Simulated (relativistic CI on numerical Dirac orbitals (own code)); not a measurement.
Os7+: N6,7 absorption edge

Computed with this model: Dirac-Coulomb-Breit CI, KLI orbitals optimised for each configuration, model QED (radiative potential, 1s self-energy scaled to tabulated hydrogen-like ionisation energies), valence Slater integrals scaled by 0.9, multiplet model of core-to-valence dipole absorption; configurations [Xe] 4f14 5d → [Xe] 4f13 5d2; 10 K; Lorentzian 0.45 eV and Gaussian 0.3 eV FWHM. Energies are those of the free ion, without screening or charge transfer. The branching ratio is the share of the lower-energy edge in the whole absorption, uncertain by about 0.02 where the edges overlap. S is read from ⟨S²⟩ = S(S + 1).

Field parameters in Wybourne normalisation: D3d B²₀ = −7Dσ, B⁴₀ = −14Dq − 21Dτ, B⁴₃ = −14√(10/7) Dq; D4h B²₀ = −7Ds, B⁴₀ = 21(Dq − Dt), B⁴₄ = 21√(5/14) Dq; Oh B⁴₀ = 21Dq, B⁴₄ = √(5/14) B⁴₀; Td as Oh with Dq negative (B⁴₀ = 21Dq, B⁴₄ = √(5/14) B⁴₀). The field is a parameter set, without covalency.

free ion: ground-state S = 0.50, centroid 62.05 eV. Peaks (eV, height): 59.4 (8), 61.4 (54), 62.1 (100), 63.8 (17).

Td, 10Dq = -11400 cm⁻¹: ground-state S = 0.50, centroid 62.15 eV. Peaks (eV, height): 61.9 (72), 62.6 (100).

Oh, 10Dq = 43500 cm⁻¹: ground-state S = 0.50, centroid 62.34 eV. Peaks (eV, height): 55.9 (15), 57.6 (20), 59.3 (94), 62.1 (63), 62.6 (62), 64.8 (100).

D4h, 10Dq = 29700, Ds = 800, Dt = -790 cm⁻¹: ground-state S = 0.50, centroid 62.32 eV. Peaks (eV, height): 56.4 (13), 58.1 (17), 59.8 (60), 61.6 (69), 62.3 (84), 64.1 (100), 65.1 (54).

Td, 10Dq = -9700 cm⁻¹: ground-state S = 0.50, centroid 62.13 eV. Peaks (eV, height): 62.5 (100).

D3d, 10Dq = 34100, Dσ = -440, Dτ = -40 cm⁻¹: ground-state S = 0.50, centroid 62.29 eV. Peaks (eV, height): 56.3 (12), 58.0 (17), 59.7 (65), 61.5 (67), 62.2 (75), 64.1 (100).

Strongest unbroadened transitions for Td, 10Dq = -9700 cm⁻¹:

```csv
Energy (eV),Relative strength
60.77,14.7
60.98,15.9
61.06,13.7
61.12,14.2
61.39,18.0
61.64,32.8
61.73,32.7
61.88,17.2
61.94,22.6
62.26,72.6
62.42,20.4
62.51,26.5
62.53,24.7
62.57,31.4
62.65,100.0
62.89,14.5
62.96,33.6
63.41,16.8
```
